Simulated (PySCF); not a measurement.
## Dipole moment and polarisability of `C=C[Si@H](P)C#C[SiH3]`

Species: C4H9PSi2.
Cartesian coordinates in Å at the GFN2-xTB level; atoms count from 1:
```xyz
16
C4H9PSi2 angstrom
C     -1.2643   -2.7041   -0.1216
C     -1.5825   -1.5230   -0.6243
Si    -1.3141    0.1168    0.2749
P     -2.0323    1.7308   -1.1278
C      0.4894    0.4228    0.5757
C      1.6637    0.6644    0.7502
Si     3.4540    1.0505    1.0184
H     -1.4247   -3.6270   -0.6587
H     -0.8219   -2.8005    0.8568
H     -2.0204   -1.4790   -1.6157
H     -1.9847    0.1256    1.5889
H     -1.5508    2.7695   -0.3530
H     -3.2948    1.8230   -0.5679
H      3.5484    1.9720    2.1540
H      4.1531   -0.2040    1.3078
H      3.9743    1.6713   -0.2017
```

Level: B3LYP/def2-SVPD (PySCF), static field, nuclei fixed, core orbitals frozen in the response. The polarisability tensor in these axes (au):

```
x   155.13   3.73  18.68
y     3.73 134.30  -5.98
z    18.68  -5.98 108.14
```

Task: Diagonalise the tensor; give its mean and Δα, where Δα² is half the sum of the squared differences of the eigenvalues.

Result: Principal values 100.24, 135.60 and 161.74 au; mean 132.53 au = 19.64 Å³ = 21.85 × 10⁻⁴⁰ C²·m²/J; Δα = 53.47 au (40 % of the mean).

Task: What is the dipole moment, and where does it point?

Result: (-0.01, -0.59, 0.42) D, 0.72 D in size, pointing from the negative to the positive side. Measured along this direction, the outermost atoms are H12 at the negative end and H9 at the positive end.

Task: Orientational against electronic polarisability at 298 K (dilute gas, rigid molecules)?

Result: In Gaussian units μ²/3kT = 4.25 Å³ against 19.64 Å³, a ratio of 0.22; the Debye molar polarisation (4π/3)N_A(α + μ²/3kT) is 60.3 cm³/mol, leaving out the vibrational part.

Task: What would n − 1 = 2πNα be for an ideal gas of these molecules at 400 K and 1 atm, electronic part alone?

Result: N = p/kT = 1.8347 × 10¹⁹ cm⁻³, so n − 1 = 2π × N × 19.64 × 10⁻²⁴ cm³ = 2264 × 10⁻⁶ at long wavelengths, for an ideal gas.

Task: What depolarisation ratio follows for Rayleigh scattering of linearly polarised light, taking the static tensor?

Result: ρ = 3Δα²/(45ᾱ² + 4Δα²) = 8575.8/(790354 + 11434.4) = 0.0107.

Geometry: GFN2-xTB, one conformer, isolated molecule. GFN2-xTB frequencies show an imaginary mode (22i cm⁻¹), so this geometry is no minimum at that level.
